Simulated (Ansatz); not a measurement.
`S[SiH2][SiH2]CCl` + `C#CS` → `[SiH3][SiH2]CCl` + `C#CSS`  (formal exchange of groups at the Si–S bond)

Computed with Ansatz on PBE0-D4/def2-TZVP structures; ΔE is electronic, products minus reactants. CCSD(T)/CBS is the MP2 limit (def2-TZVPP, def2-QZVPP) plus CCSD(T) − MP2 in def2-TZVPP, frozen cores. This one scheme is used for every species. Each species was taken in one conformer, which may not be the lowest.

`S[SiH2][SiH2]CCl`:

Z-matrix (Å, degrees):
```
Si
Si 1 2.344
S 1 2.144 2 109.7
H 1 1.486 2 111.7 3 115.4
H 1 1.490 2 111.0 3 -123.9
C 2 1.889 1 111.3 3 175.7
H 2 1.485 1 109.6 3 -63.2
H 2 1.488 1 108.5 3 56.0
H 3 1.344 1 94.8 2 -53.2
Cl 6 1.786 2 110.2 1 -179.0
H 6 1.090 2 111.7 1 -59.7
H 6 1.091 2 111.6 1 61.7
```

`C#CS`:

Cartesian coordinates in Å:
```
C -0.218 -0.401 -1.164
C 0.187 -0.053 -0.085
S 0.882 0.401 1.374
H -0.589 -0.706 -2.114
H -0.261 0.759 1.989
```

`[SiH3][SiH2]CCl`:

Cartesian coordinates in Å:
```
Si -0.095 -1.486 1.153
Si 0.569 -0.094 -0.613
C -0.417 1.515 -0.561
Cl 0.073 2.591 -1.899
H 0.669 -2.762 1.121
H 0.149 -0.816 2.459
H -1.547 -1.796 1.048
H 2.016 0.225 -0.498
H 0.322 -0.766 -1.916
H -1.488 1.333 -0.664
H -0.252 2.057 0.371
```

`C#CSS`:

```xyz
6

C    -0.525    0.668    1.585
C    -0.232    0.658    0.416
S     0.198    0.759   -1.201
S     0.052   -1.178   -1.871
H    -0.790    0.669    2.616
H     1.297   -1.576   -1.546
```

```csv
species,CCSD/CBS(def2) energy (Eh)
`S[SiH2][SiH2]CCl`,-1477.96246
`C#CS`,-474.97383
`[SiH3][SiH2]CCl`,-1080.16171
`C#CSS`,-872.73980
```

(1) Work out ΔE.

Largest T1 diagnostic among the species: 0.014.

## Answers

(1) ΔE = (-1080.16171) + (-872.73980) − (-1477.96246) − (-474.97383) = 0.03478 Eh = +91.3 kJ/mol. CCSD(T)/CBS gives +89.2 kJ/mol.

From PBE to PBE0 (25 % exact exchange), in def2-TZVPP and without D4, ΔE moves by +7.6 kJ/mol.
